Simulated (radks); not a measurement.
Removal energies from the hafnium ion Hf7+, [Xe] 4f11, by Delta-SCF beside the eigenvalue of the level emptied. Calculated with a radial shooting solver on a logarithmic mesh with Libxc functionals: scalar-relativistic Kohn-Sham, r2SCAN, spin-polarised, spherical densities, finite nucleus; meta-GGA in the generalised Kohn-Sham scheme; Fermi nuclear charge, rms radius of each element as measured or else 0.836 A^(1/3) + 0.57 fm. Open shells are filled with parallel spins first.

removed from     final configuration  Delta-SCF (eV)  -eigenvalue (eV)
5p            [Kr] 4d10 4f11 5s2 5p5          142.58            133.97
4f                         [Xe] 4f10          148.02            133.78
5s            [Kr] 4d10 4f11 5s1 5p6          180.26            170.94
4d             [Kr] 4d9 4f11 5s2 5p6          345.10            330.24
